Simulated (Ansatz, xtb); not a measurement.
Two isomers of CH3BClISi

Structure X is `ClB/C=[SiH]\I`, a singlet and structure Y is `ClB/C=[SiH]/I`, a singlet. Both are isolated molecules in the gas phase, relaxed with B3LYP-D3(BJ)/def2-SVP; each stands in its lowest conformer found.

Quicker runs give these differences E(Y) − E(X): GFN2-xTB −0.21 kcal/mol; HF/STO-3G −0.49 kcal/mol (at GFN2-xTB geometries); r2SCAN-D4/def2-SVP −0.52 kcal/mol (at GFN2-xTB geometries).

Problem. Estimate E(Y) − E(X) at the level CCSD(T)/def2-SVP + ΔMP2/def2-TZVPP.

Solution. Calculated at CCSD(T)/def2-SVP + ΔMP2/def2-TZVPP: E(Y) − E(X) = −1.42 kcal/mol, so structure Y lies lower.

Level by level:

| level | geometry | E(Y) − E(X) (kcal/mol) | departure from the last row (kcal/mol) | job, with rough time for the two |
| --- | --- | --- | --- | --- |
| GFN2-xTB | GFN2-xTB | −0.21 | +1.21 | optimisation, 0.26 s |
| HF/STO-3G | GFN2-xTB | −0.49 | +0.93 | single point, 1.8 s |
| r2SCAN-D4/def2-SVP | GFN2-xTB | −0.52 | +0.90 | single point, 8.4 s |
| B3LYP-D3(BJ)/def2-SVP | B3LYP-D3(BJ)/def2-SVP | −1.43 | −0.01 | optimisation, 100 s |
| HF/def2-SVP | B3LYP-D3(BJ)/def2-SVP | −1.55 | −0.13 | part of the CCSD(T) run |
| MP2/def2-SVP | B3LYP-D3(BJ)/def2-SVP | −1.72 | −0.30 | part of the CCSD(T) run |
| CCSD(T)/def2-SVP | B3LYP-D3(BJ)/def2-SVP | −1.52 | −0.10 | single point |
| CCSD(T)/def2-SVP + ΔMP2/def2-TZVPP | B3LYP-D3(BJ)/def2-SVP | −1.42 |  | single point, 71 s |

As drawn, both hold the same kinds of bond in the same numbers.

GFN2-xTB, HF/STO-3G find them nearly level. The largest departure from CCSD(T)/def2-SVP + ΔMP2/def2-TZVPP is that of GFN2-xTB, 1.21 kcal/mol. The last row adds to CCSD(T) the change of the MP2 difference between the two basis sets, here +0.10 kcal/mol.

With harmonic frequencies from B3LYP-D3(BJ)/def2-SVP (ideal gas, rigid rotor, one conformer each, 298.15 K, 1 atm): the zero-point term adds +0.03 kcal/mol; ΔH is −1.32 and ΔG −1.40 kcal/mol.

The correlated steps freeze 16 core orbitals; the filled d shell of I is correlated, in a basis made for valence electrons. Atoms past krypton carry core potentials in the def2 sets, other sets are all-electron and non-relativistic, and no spin–orbit term is included. Programs: Ansatz 0.2.0, xtb 6.7.1; the last row on 2 threads of Arm Neoverse N1 on a shared host.
